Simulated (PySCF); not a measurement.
## Two-photon absorption: `BrC1=CC=C[SiH2]1`, C4H5BrSi

Geometry:
```csv
atom,x (Å),y (Å),z (Å)
Br1,-1.503,3.013,-0.397
C2,-0.519,1.444,-0.146
C3,0.829,1.380,-0.158
C4,1.402,0.036,0.061
C5,0.548,-0.995,0.250
Si6,-1.184,-0.294,0.159
H7,1.477,2.248,-0.316
H8,2.492,-0.080,0.063
H9,0.896,-2.016,0.418
H10,-2.008,-0.800,-0.977
H11,-1.972,-0.394,1.422
```

Computed, not measured: TDDFT CAM-B3LYP/def2-TZVPD excited states, vertical, gas phase (PySCF 2.14.0). Geometry: PBE0-D3(BJ)/def2-SVP.

The calculation is non-relativistic, which matters for the atoms heavier than Zn.

Problem. How strongly do the lowest singlets absorb one photon, and two photons of half the energy?

Solution. δ for parallel linear polarisation; σ at the peak of a Lorentzian of half width 0.1 eV, single beam; Ω is circular over linear.
```tsv
state	E (eV)	f	photon λ (nm)	δ (au)	σ (GM)	Ω	main
S1	4.08	0.110	608	47.5	0.29	0.71	HOMO→LUMO 0.97
S2	5.14	0.000	482	0.56	0.01	1.50	HOMO−1→LUMO 0.90
S3	5.48	0.000	453	12	0.13	1.50	HOMO→LUMO+1 0.63, HOMO→LUMO+3 0.13
S4	6.08	0.000	408	30.4	0.41	1.50	HOMO→LUMO+3 0.55, HOMO→LUMO+2 0.13
S5	6.16	0.015	403	2.15	0.03	1.50	HOMO→LUMO+2 0.68
S6	6.18	0.001	401	12.1	0.17	1.50	HOMO−3→LUMO 0.74, HOMO→LUMO+3 0.14
```

Among these, the strongest one-photon state is S1, the strongest two-photon state S4, with a dipole change of 3.7 D (relaxed, norm of the difference vector).
